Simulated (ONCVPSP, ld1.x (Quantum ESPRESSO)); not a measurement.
# Potentials for Ta compared

Generated with ld1.x 7.5 (TM, RRKJ, ultrasoft, PAW), atompaw 4.2 or ONCVPSP 4.0.1. The cutoff is in Ry: for ld1.x and atompaw files where the sum of valence levels is converged to 10 mRy in a Bessel basis, for ONCV files where the hardest occupied wave has 1 mHa per electron of residual kinetic energy. The error is the largest all-electron minus pseudo excitation energy over each file’s own four to seven test configurations (ionisations up to +4, promotions, holes and added fractions of an electron), all of which were solved. The labels leave out finer settings (local radius, basis sizes, second energies), which also bear on the numbers. Spin-polarised tests are not counted. The rows are a selection from randomly drawn settings: files with unsolved tests, undetermined cutoffs or missed reference levels are left out.

A true bound ghost makes a file unfit for plane-wave use even where its test errors are small: the radial tests pick states by their node count and pass the ghost by.

| potential | cutoff (Ry) | largest error (meV) | bound ghosts |
| --- | --- | --- | --- |
| ONCV, PBE, scalar-relativistic, rc 1.45/1.95/1.75 (spd), local smoothed, core correction yes, reference 5s2 5p6 5d3 6s1, qcut 7.7/8.1/5.1, projectors 2/2/3 | 48 | -5.7 | none |
| ONCV, BLYP, scalar-relativistic, rc 1.65/1.80/2.50 (spd), local smoothed, core correction yes, reference 5s2 5p6 5d3 6s2, qcut 8.9/5.9/7.4, projectors 2/3/3 | 48 | +5.4 | none |
| TM, PBEsol, fully relativistic, rc 2.40/2.25/1.55/2.35 (spdf), local s, core correction yes, reference 5p6 5d3 6s1 6p0 | 30 | -780 | none |
| ONCV, PBE, scalar-relativistic, rc 2.70/2.60/3.00/1.15 (spdf), local smoothed, core correction yes, reference 4f14 5d3 6s2, qcut 2.5/2.8/5.1/18, projectors 2/2/2/2 | 244 | -814 | s, p |

Problem. Fill in the row for Ta: TM, LDA (PZ), scalar-relativistic, rc 2.80/3.15/2.50/2.70 (spdf), local s, core correction yes, reference 5d3 6s1 6p0.

Solution. cutoff 25 Ry, largest error -203 meV, bound ghosts: none.
